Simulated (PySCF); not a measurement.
# Reading the logs of faulty runs: AlBH2NO cation

These are calculations, not measurements. The program is PySCF 2.14.0, an open-source quantum chemistry code, run on an isolated molecule that a program drew, which may never have been made. The molecule is AlBH2NO cation (charge +1, singlet), drawn as the SMILES string `[NH2][Al+][B]=O`.

Each row is a Hartree-Fock (HF) and frozen-core CCSD(T) single point in the cc-pV(D+d)Z basis, meant for a local HF minimum. Run 1 is clean. Each other run has one planted mistake out of seven kinds, and not every kind appears here: one electron removed, one electron added, multiplicity raised by two, geometry at a saddle point, minimal basis STO-3G, one bond length entered in bohr, all coordinates scaled. The reference is restricted for singlets and unrestricted otherwise, and also for a bond in bohr. Adding or removing an electron swaps singlet and doublet. Electrons count all cores. HOMO and LUMO are orbital energies over both spins, the gradient is its largest component, and the lowest frequency (negative if imaginary) is given only where the gradient is small. Bond lengths are over the 5 bonds as drawn. T1 is the CCSD diagnostic: over 0.02 (restricted) or 0.045 (unrestricted) a single reference is doubtful.

Geometry of the clean run:
```xyz
6
AlBH2NO cation, angstrom
N    -0.6825   -0.4984   -1.7737
Al    0.0202   -1.3197   -0.4570
B     0.8765   -2.3217    1.1481
O     1.3590   -2.8883    2.0558
H    -0.6302    0.4956   -1.9365
H    -1.2158   -0.9299   -2.5130
```

| run | electrons | basis functions | <S^2> | HOMO (eV) | LUMO (eV) | gradient (hartree/bohr) | lowest frequency (cm^-1) | mean bond (Å) | longest bond (Å) | T1 | HF (hartree) | CCSD(T) (hartree) | mistake |
|---|---|---|---|---|---|---|---|---|---|---|---|---|---|
| 1 | 34 | 75 | 0.000 | -17.61 | -5.30 | 3.1e-05 | 115 | 1.3943 | 2.077 | 0.0217 | -396.89029 | -397.39841 | no fault |
| 2 | 34 | 75 | 2.066 | -12.07 | -7.63 | 1.0e-01 | - | 1.3943 | 2.077 | 0.0247 | -396.75178 | -397.22273 | multiplicity raised by two |
| 3 | 34 | 26 | 0.000 | -15.21 | 0.08 | 3.3e-02 | - | 1.3943 | 2.077 | 0.0254 | -392.04626 | -392.27601 | minimal basis STO-3G |
| 4 | 33 | 75 | 0.758 | -22.88 | -13.85 | 8.4e-02 | - | 1.3943 | 2.077 | 0.0233 | -396.32717 | -396.79306 | one electron removed |
| 5 | 34 | 75 | 0.000 | -18.22 | -5.14 | 1.6e-01 | - | 1.3036 | 1.942 | 0.0181 | -396.85253 | -397.34552 | all coordinates scaled |
| 6 | 34 | 75 | 0.679 | -17.01 | -6.06 | 3.5e-02 | - | 1.5737 | 2.077 | 0.0720 | -396.73815 | -397.24973 | ? |

**Which mistake was planted in run 6, and what did it cost?**

The mean bond changes by a factor of 1.129 and the longest by 1.000, so the molecule wasn't scaled as a whole. A length L in bohr read as angstrom grows by (1/0.5292 - 1) L = 0.890 L. The 5 bonds together grew by 5 x 0.1794 = 0.897 Å, which gives L = 1.008 Å. That is the length of one of the H-N bonds, 1.009 Å in the clean geometry. So the mistake is: one bond length entered in bohr. Subtracting run 1 and multiplying by 627.51 kcal/mol a hartree, the energy moved by 95.5 kcal/mol in HF and 93.3 kcal/mol in CCSD(T).

Cautions from the logs. Run 1: T1 is over the limit, so its CCSD(T) energy is less reliable; run 3: T1 is over the limit, so its CCSD(T) energy is less reliable; run 6: T1 is over the limit, so its CCSD(T) energy is less reliable.
